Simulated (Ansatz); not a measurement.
`[SiH3][AlH][S][SiH3]` + HBr → `[SiH3][AlH][Br]` + `[SiH3]S`  (ligand exchange at the Al–S bond)

Isolated molecules relaxed with PBE0-D4/def2-TZVP in Ansatz; ΔE leaves out vibrations. CBS: MP2 limit from def2 TZ/QZ plus the TZ coupled-cluster correction, frozen cores. Functionals use def2-TZVPP. B3LYP here is the variant with VWN-RPA as its local correlation; programs differ in this. For Br outer-core shells are correlated without core-valence functions, which leaves a few kJ/mol of doubt a bond. Scalar relativity is left out up to krypton. One conformer a species, not always the lowest.

```tsv
level	ΔE (eV)
BLYP-D4	-0.37
r2SCANh-D4	-0.40
BHLYP-D4	-0.44
CAM-B3LYP-D4	-0.43
BLYP	-0.51
B3LYP	-0.51
CAM-B3LYP	-0.50
CCSD/def2-TZVPP	-0.44
```

Question: What does CCSD(T)/CBS give? (An estimate is asked.)

Answer: The calculation gave: -0.41 eV. The listed levels differ from it by 0.04, 0.01, -0.03, -0.02, -0.10, -0.10, -0.09, -0.03 eV.

Largest T1 diagnostic among the species: 0.013.

Leaving LDA and LC-ωPBE aside and taking each functional with its dispersion term where it has one, the values, not all of them listed here, spread over 0.15 eV, from B2PLYP to revPBE-D4. LDA lies +0.09 eV from PBE without D4. The D4 term adds +0.11 eV with B3LYP and +0.06 eV with PBE0; it sums over pairs of atoms, weighted by their polarisabilities, and B3LYP, whose exchange is more repulsive, gets the larger term.
